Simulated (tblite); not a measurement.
Species: C7H15NSi.
Geometry (GFN2-xTB, Å), atoms numbered from 1 in this order:
```xyz
24
C7H15NSi angstrom
C     -1.148    1.346   -1.988
Si    -0.815   -0.203   -0.947
C     -2.247   -0.780    0.157
C     -1.511   -1.331    1.373
C     -0.335   -0.405    1.673
N      0.199    0.071    0.411
C      1.489    0.654    0.467
C      2.333    0.732   -0.762
C      2.716   -0.211    0.340
H     -1.594    2.145   -1.403
H     -0.226    1.725   -2.415
H     -1.820    1.119   -2.809
H     -0.346   -1.292   -1.834
H     -2.890   -1.537   -0.286
H     -2.884    0.054    0.450
H     -2.159   -1.426    2.247
H     -1.123   -2.321    1.129
H     -0.663    0.450    2.282
H      0.444   -0.933    2.236
H      1.556    1.488    1.165
H      1.936    0.304   -1.668
H      2.929    1.618   -0.918
H      2.562   -1.264    0.165
H      3.582    0.018    0.942
```

All values are computed: GFN2-xTB (tblite) harmonic vibrations without scaling, gas phase. Against measured fundamentals such values can be off by several per cent, at times by over 20. Modes of hydrogen on silicon can be 10 to 20 % off. One conformer, not necessarily the lowest.

Harmonic wavenumbers (cm⁻¹): 51.6, 69.4, 99.7, 104.4, 128.7, 188.8, 196.6, 237.1, 325.4, 407.2, 444.1, 531.7, 619.8, 634.2, 671.6, 712.1, 763.2, 797.7, 803.2, 835.8, 845.3, 852.3, 884.0, 944.2, 958.4, 985.5, 996.4, 1037.0, 1058.1, 1078.5, 1087.0, 1094.4, 1136.7, 1151.6, 1155.2, 1190.9, 1218.2, 1246.3, 1273.3, 1283.7, 1331.5, 1354.1, 1374.0, 1376.5, 1426.9, 1479.2, 1484.7, 1485.9, 1493.3, 1496.2, 1508.2, 2113.1, 2853.4, 2914.6, 2946.2, 2966.4, 2983.5, 2992.5, 3025.5, 3042.1, 3054.8, 3056.8, 3084.8, 3088.1, 3103.3, 3119.5.

A = 1926, B = 1201, C = 829.5 MHz; mass 141.097 u (most abundant isotopes); point group C1, symmetry number 1.

Zero-point energy?

Half the sum of the wavenumbers: 45127 cm⁻¹ = 539.84 kJ/mol.

What is S at 298.15 K and 1 bar for an ideal gas of classical rigid rotors and harmonic oscillators?

Translation 170.58, rotation 123.45, vibration 136.46: S = 430.5 J/(mol K).

And Cp and H(298.15 K) − H(0)?

Cp = 178.25 J/(mol K), of which vibrations give 144.99 (their classical limit is 66 R = 548.8); H(298.15 K) − H(0) = 31.23 kJ/mol without the zero-point energy, 21.32 from vibrations.

How do the functions run with temperature in this model?

| T (K) | S (J/(mol K)) | Cp (J/(mol K)) | H − H(0) (kJ/mol) | G − H(0) (kJ/mol) | ln q(vib) |
| --- | --- | --- | --- | --- | --- |
| 150 | 337.7 | 104.7 | 10.61 | -40.05 | 3.50 |
| 250 | 401.5 | 151.6 | 23.30 | -77.09 | 6.43 |
| 400 | 490.8 | 234.4 | 52.28 | -144.05 | 10.77 |
| 600 | 603.7 | 322.6 | 108.53 | -253.66 | 16.69 |
| 900 | 751.9 | 407.1 | 219.06 | -457.63 | 25.37 |

q(vib) and H(0) count from the zero-point level.

Which modes carry the vibrational entropy at 298.15 K?

51.6 cm⁻¹: 19.90; 69.4 cm⁻¹: 17.45; 99.7 cm⁻¹: 14.48; 104.4 cm⁻¹: 14.10; 128.7 cm⁻¹: 12.41; 188.8 cm⁻¹: 9.37 J/(mol K); the other 60 give 48.76 together.

Hindered rotation and anharmonicity are outside this model. Other conformers, if any are populated, would add a mixing term that is left out. The structure is chiral; the term R ln 2 for an equal mix with its mirror image is left out.
